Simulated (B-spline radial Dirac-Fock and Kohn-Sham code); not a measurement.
Energy-loss ionisation edge N3 of Cd

System: atomic cadmium, [Kr] 4d10 5s2. Level of theory: the first Born approximation with generalised oscillator strengths from a Dirac-Hartree-Slater potential (longitudinal and transverse terms; continuum final states only, so no white lines or fine structure); a radial B-spline solver. The edge is taken at 63.90 eV (tabulated value).

Input of the calculation (task.json; shells as n, l, electrons):

```json
{"items": [{
  "Z": 48,
  "q": 0,
  "cfg": [[1, 0, 2], [2, 0, 2], [2, 1, 6], [3, 0, 2], [3, 1, 6], [3, 2, 10], [4, 0, 2], [4, 1, 6], [4, 2, 10], [5, 0, 2]],
  "A": 114,
  "rrms": 4.6087,
  "do": "eels",
  "beams": [[60, 20], [60, 50], [80, 20], [100, 20], [120, 5], [120, 50], [120, 100], [200, 5], [200, 20], [200, 100], [300, 5], [300, 10], [300, 50], [300, 100]],
  "edges": {"N3": 63.9}
}]}
```

Launch: `python xray2_run.py task.json out`

Partial cross sections σ(β, Δ) in barn, integrated over a window Δ above the edge and up to the collection semi-angle β, for parallel illumination:

```
E₀ (kV)  β (mrad)  Δ = 25 eV  Δ = 50 eV  Δ = 100 eV  Δ = 200 eV  Δ = 300 eV
     60        20      27200      42500       52400       59300       62400
     60        50      35200      63100       85300       99600      105000
     80        20      23700      37900       47200       53400       56200
    100        20      21300      34700       43600       49400       52000
    120         5      10200      14000       17200       19900       21000
    120        50      21700      38900       53400       64100       69200
    120       100      21800      39100       53900       65100       70800
    200         5       8890      12500       15400       17900       19000
    200        20      15400      26500       34700       40000       42200
    200       100      16000      28600       39300       47500       51700
    300         5       8340      12000       14800       17200       18300
    300        10      11300      18000       22600       25800       27300
    300        50      13200      23400       32200       38900       42400
    300       100          ?          ?           ?           ?           ?
```

Question: Give the row for 300 kV and 100 mrad.

Answer: 13200 b for 25 eV, 23400 b for 50 eV, 32200 b for 100 eV, 38900 b for 200 eV, 42400 b for 300 eV.
